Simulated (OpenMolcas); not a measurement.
BCl2F (SMILES FB(Cl)Cl): the vertical energy of the triplet above the singlet from total energies

The species is BCl2F (4 atoms), meant as a singlet with charge 0. SMILES: `FB(Cl)Cl`. The shape is that of a PBE0-D4/def2-TZVP optimisation.

Both states at this one shape; open shells run unrestricted unless said. 1 Eh = 27.2114 eV.

| level | program | singlet BCl2F (Eh) | triplet BCl2F (Eh) |
| --- | --- | --- | --- |
| BLYP/6-311+G** | OpenMolcas | -1045.272854 | -1045.045501 |
| M06-L/6-311+G** | OpenMolcas | -1045.263684 | -1045.020811 |
| PBE0/6-311+G** | OpenMolcas | -1044.861882 | -1044.620229 |

Q: Work out the vertical gap, second state less first, at each level.

A: 
1. BLYP/6-311+G**: -1045.045501 − (-1045.272854) = 0.227353 Eh = 6.19 eV.
2. M06-L/6-311+G**: -1045.020811 − (-1045.263684) = 0.242873 Eh = 6.61 eV.
3. PBE0/6-311+G**: -1044.620229 − (-1044.861882) = 0.241653 Eh = 6.58 eV.

No measured value is set beside it here; the levels span 6.19 to 6.61 eV.
